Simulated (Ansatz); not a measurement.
Computed with Ansatz on PBE0-D4/def2-TZVP structures; ΔE is electronic, products minus reactants. CCSD(T)/CBS is the MP2 limit (def2-TZVPP, def2-QZVPP) plus CCSD(T) − MP2 in def2-TZVPP, frozen cores. Functionals use def2-TZVPP. B3LYP here is the variant with VWN-RPA as its local correlation; programs differ in this. HSE06 is defined as in plane-wave codes. For Br, Ge outer-core shells are correlated without core-valence functions, which leaves a few kJ/mol of doubt a bond. Scalar relativity is left out up to krypton. One conformer a species, not always the lowest.

Consider the cleavage of the Si–Ge bond: `[OH][GeH2][SiH](O)Cl` + HBr → `O[SiH](Cl)Br` + `[OH][GeH3]`.

```
             level  ΔE (kcal/mol)  difference from CCSD(T)/CBS
       LDA (SPW92)          -17.3                          3.9
            PBE-D4          -18.0                          3.2
         revPBE-D4          -18.4                          2.8
           BLYP-D4          -18.3                          2.9
         r2SCAN-D4          -20.8                          0.4
            B97M-V          -21.5                         -0.3
           PBE0-D4          -19.7                          1.5
          B3LYP-D4          -19.7                          1.5
        r2SCANh-D4          -21.1                          0.1
        r2SCAN0-D4          -21.6                         -0.4
          HSE06-D4          -19.7                          1.5
          BHLYP-D4          -21.6                         -0.4
      CAM-B3LYP-D4          -20.2                          1.0
           ωB97M-V          -21.3                         -0.1
            B2PLYP          -21.4                         -0.2
          PBE-QIDH          -21.9                         -0.7
               PBE          -18.6                          2.6
            revPBE          -19.4                          1.8
              BLYP          -19.4                          1.8
            r2SCAN          -21.0                          0.2
             B3LYP          -20.6                          0.6
           r2SCANh          -21.4                         -0.2
           r2SCAN0          -21.9                         -0.7
             HSE06          -20.3                          0.9
         CAM-B3LYP          -20.9                          0.3
           LC-ωPBE          -20.9                          0.3
RPA@PBE/def2-TZVPP          -19.7                          1.5
       HF/def2-SVP          -23.3                         -2.1
      MP2/def2-SVP          -21.4                         -0.2
     CCSD/def2-SVP          -19.8                          1.4
  CCSD(T)/def2-SVP          -19.3                          1.9
     HF/def2-TZVPP          -25.8                         -4.6
    MP2/def2-TZVPP          -22.5                         -1.3
SCS-MP2/def2-TZVPP          -22.6                         -1.4
   CCSD/def2-TZVPP          -21.0                          0.2
CCSD(T)/def2-TZVPP          -20.5                          0.7
     HF/def2-QZVPP          -26.1                         -4.9
      HF/CBS(def2)          -26.1                         -4.9
     MP2/CBS(def2)          -23.3                         -2.1
    CCSD/CBS(def2)          -21.7                         -0.5
       CCSD(T)/CBS          -21.2                            0
```

Task: What do rigid-rotor, harmonic-oscillator terms from PBE0-D4/def2-TZVP frequencies (298.15 K, 1 bar) make of the CCSD(T)/CBS value? (Best estimate.)

Result: The calculation gave: ΔZPE = +0.9 kcal/mol, ΔH = -21.0 kcal/mol, ΔS = 16 J/(mol·K), ΔG = -22.1 kcal/mol. Modes under 50 cm⁻¹ make the entropy rough.

Largest T1 diagnostic among the species: 0.012.

From r2SCAN to r2SCAN0 (25 % exact exchange), in def2-TZVPP and without D4, ΔE moves by −0.9 kcal/mol. At CCSD(T), def2-SVP lies +1.9 kcal/mol from the extrapolated value and def2-TZVPP +0.7 kcal/mol. In def2-TZVPP, CCSD(T) changes the Hartree–Fock value by +5.3 kcal/mol (the triples alone add +0.5 kcal/mol) and MP2 by +3.2 kcal/mol.
